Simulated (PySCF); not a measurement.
**Vertical excitation energies**

Compound: C6H10S.
Bonds: C1–C2 (double), C2–C3, C3–C4, C4–C5 (double), C4–S6, S6–C7. Hydrogens: H8, H9 on C1; H10 on C2; H11, H12 on C3; H13, H14 on C5; H15, H16, H17 on C7.

Theory: TDDFT PBE0/def2-SVPD, vertical, gas phase, core orbitals frozen in the response (PySCF 2.14.0, density-fitted response routines). The structure is a single GFN2-xTB conformer in the gas phase; no vibrational or solvent corrections. Torsions of this conformer, `[CH2:1]=[CH:2][CH2:3][C:4](=[CH2:5])[S:6][CH3:7]`: C1–C2–C3–C4 -115°, C2–C3–C4–C5 -95°, C3–C4–S6–C7 -174°.

Predict the UV-vis stick spectrum at this level.

```tsv
state	E (eV)	λ (nm)	f	main configurations (H = HOMO, L = LUMO)
S1	5.18	239.3	0.065	H→L (90%)
S2	5.40	229.8	0.017	H→L+1 (83%)
S3	5.96	208.1	0.033	H→L+2 (84%), H→L+3 (11%)
S4	6.06	204.6	0.040	H→L+3 (70%), H→L+2 (9%)
S5	6.34	195.5	0.0048	H→L+4 (67%), H→L+5 (16%)
S6	6.52	190.2	0.185	H-1→L (74%)
```

Triplets (Tamm–Dancoff): T1 3.86 eV, H→L (72%), H→L+2 (9%); T2 4.40 eV, H-1→L (62%), H-1→L+2 (23%).

The lowest singlet comes at 239 nm (500 kJ/mol) in the ultraviolet; it is of moderate strength; its leading configuration is HOMO→LUMO (90%). The most intense listed level is S6 at 6.52 eV (190 nm, f = 0.185), 1.34 eV above S1. It is the last of those listed, so stronger ones may follow. Löwdin shares by element: HOMO sulfur 48%, carbon 42% or more; LUMO carbon 65% or more (atoms not listed hold the other 35%). The listed states span 1.34 eV, and the widest gap between neighbours is 0.56 eV (S2 to S3). Weighted by f, the mean energy of these states is 6.10 eV. The oscillator strengths of these states sum to 0.345; summed over the whole spectrum of an exact calculation they would give the number of electrons, 62 (Thomas–Reiche–Kuhn). Singlets were solved by full linear response, triplets in the Tamm–Dancoff approximation.
